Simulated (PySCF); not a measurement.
Input of a response calculation (the driver script's job line, then coordinates in Å):

```
{"job": {"kind": "uv", "xc": "CAM-B3LYP", "basis": "def2-SVPD", "nstates": 8, "ntriplets": 3}, "charge": 0, "multiplicity": 1}
C     -2.109463    -0.090269    -0.654631
N     -1.574213    -0.663788     0.557293
Si     0.058715    -1.170128     0.697113
N      1.089461     0.127783     0.139796
Al     1.638484    -0.154204    -1.555527
Si     1.302933     1.532873     1.147843
H     -1.297874     0.424208    -1.173392
H     -2.894320     0.631476    -0.417980
H     -2.522472    -0.848451    -1.329129
H     -2.278505    -1.148373     1.091345
H      0.244461    -1.482066     2.109022
H      0.438950    -2.290375    -0.207028
H      2.981363    -0.858878    -1.846632
H      0.776547     0.263047    -2.774081
H      0.029453     2.218517     1.389122
H      1.889799     1.119771     2.425810
H      2.219684     2.400885     0.391145
```

Theory: TDDFT CAM-B3LYP/def2-SVPD, vertical, gas phase, core orbitals frozen in the response (PySCF 2.14.0, density-fitted response routines). Job line and output are in the format of a driver script around the code.

Task: Give the output.

Result: 
```
coarse grid: 14904 points
cycle   1  E = -975.0705511584  dE =  3.080e-01  |g| = 6.232e-01  |ddm| = 5.086e+00
cycle   2  E = -975.0232917018  dE =  4.726e-02  |g| = 7.798e-01  |ddm| = 1.763e+00
cycle   3  E = -975.1587869966  dE = -1.355e-01  |g| = 6.623e-02  |ddm| = 9.215e-01
cycle   4  E = -975.1597060167  dE = -9.190e-04  |g| = 3.514e-02  |ddm| = 1.520e-01
cycle   5  E = -975.1599726989  dE = -2.667e-04  |g| = 8.627e-03  |ddm| = 5.201e-02
cycle   6  E = -975.1599896903  dE = -1.699e-05  |g| = 1.064e-03  |ddm| = 1.339e-02
cycle   7  E = -975.1599900417  dE = -3.514e-07  |g| = 3.854e-04  |ddm| = 3.093e-03
final grid: 128032 points
cycle   8  E = -975.2862197848  dE = -1.753e-05  |g| = 3.185e-03  |ddm| = 5.376e-02
cycle   9  E = -975.2862192704  dE =  5.144e-07  |g| = 3.627e-03  |ddm| = 1.132e-02
cycle  10  E = -975.2862222223  dE = -2.952e-06  |g| = 3.999e-04  |ddm| = 4.136e-03
cycle  11  E = -975.2862222552  dE = -3.297e-08  |g| = 1.387e-04  |ddm| = 6.848e-04
cycle  12  E = -975.2862222601  dE = -4.887e-09  |g| = 4.247e-05  |ddm| = 3.444e-04
cycle  13  E = -975.2862222605  dE = -4.106e-10  |g| = 1.197e-05  |ddm| = 6.758e-05
converged SCF energy = -975.2862222605

Static polarisability (au): isotropic 103.510, principal 98.030 104.875 107.624

Singlet excitations
state   eV       nm        f      main configurations
  1   4.8301    256.7   0.00058   H-1->L 0.88
  2   5.5342    224.0   0.01127   H->L 0.82
  3   6.1728    200.9   0.00289   H-2->L 0.39, H->L+3 0.30, H->L+2 0.14
  4   6.2053    199.8   0.00089   H-2->L 0.42, H->L+3 0.17, H-1->L+1 0.12
  5   6.2700    197.7   0.01840   H-1->L+1 0.70, H-2->L 0.09
  6   6.4725    191.6   0.01540   H->L+1 0.65
  7   6.8284    181.6   0.00781   H-3->L 0.86
  8   6.9781    177.7   0.02761   H-1->L+3 0.48, H-1->L+4 0.16, H->L+3 0.09

Triplet excitations (Tamm-Dancoff, eV): 4.6083 5.4332 5.8158
```

Geometry: GFN2-xTB, one conformer, isolated molecule. The groups on Al5 and N4 stand twisted against each other at this level; a DFT optimisation may well turn them into one plane, so the geometry is suspect.

The SCF starts on a coarse grid; the energy jumps when the final grid takes over, and dE counts afresh there. H and L stand for HOMO and LUMO.

The run took 52 s of wall time on Intel Xeon Platinum 8259CL at 2.50 GHz, one thread, shared host with 96 logical CPUs at a one-minute load of 36, and the process peaked at 1.0 GiB of memory.
